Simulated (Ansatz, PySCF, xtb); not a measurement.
Dimer: CH2O (SMILES C=O) (first 4 atoms) with C2H3N (SMILES CC#N); geometry from B3LYP-D3(BJ)/def2-TZVP.
(charge 0, multiplicity 1):
```xyz
10

C     -0.469    -0.455     0.165
O      0.665    -0.056     0.136
H     -0.710    -1.529     0.256
H     -1.334     0.229     0.102
C      1.217     0.414     3.353
C     -0.147    -0.074     3.268
N     -1.224    -0.462     3.157
H      1.238     1.402     3.814
H      1.826    -0.268     3.947
H      1.631     0.480     2.345
```

Interaction energies are E(AB) − E(A) − E(B) at the monomers' geometry in the complex; basis-set methods are counterpoise corrected. Rows marked so take none.

Frozen-core correlation. Rows in 6-31G*, STO-3G carry no dispersion term and start afresh at each structure (6-31G* with six Cartesian d functions).

Run with Ansatz (an electronic-structure program) with Gaussian orbitals; PySCF for 6-31G* rows, STO-3G rows, the dispersion terms; xtb for the GFN methods. Each number belongs to the level named beside it.

```json
[
 {"level": "GFN-FF", "interaction energy (kcal/mol)": "-4.24"},
 {"level": "HF/STO-3G (no counterpoise)", "interaction energy (kcal/mol)": "-0.60"},
 {"level": "HF/6-31G* (no counterpoise)", "interaction energy (kcal/mol)": "-3.27"},
 {"level": "B3LYP/6-31G*", "interaction energy (kcal/mol)": "-2.14"},
 {"level": "B3LYP/6-31G* (no counterpoise)", "interaction energy (kcal/mol)": "-3.47"},
 {"level": "PBE0/def2-TZVPPD", "interaction energy (kcal/mol)": "-3.41"},
 {"level": "CAM-B3LYP/def2-TZVPPD", "interaction energy (kcal/mol)": "-3.58"},
 {"level": "CAM-B3LYP-D3(BJ)/def2-TZVPPD", "interaction energy (kcal/mol)": "-4.81"},
 {"level": "B2PLYP-D3(BJ)/def2-TZVPPD", "interaction energy (kcal/mol)": "(withheld)"}
]
```

Fill in the missing entries.


- B2PLYP-D3(BJ)/def2-TZVPPD, interaction energy (kcal/mol): -4.40
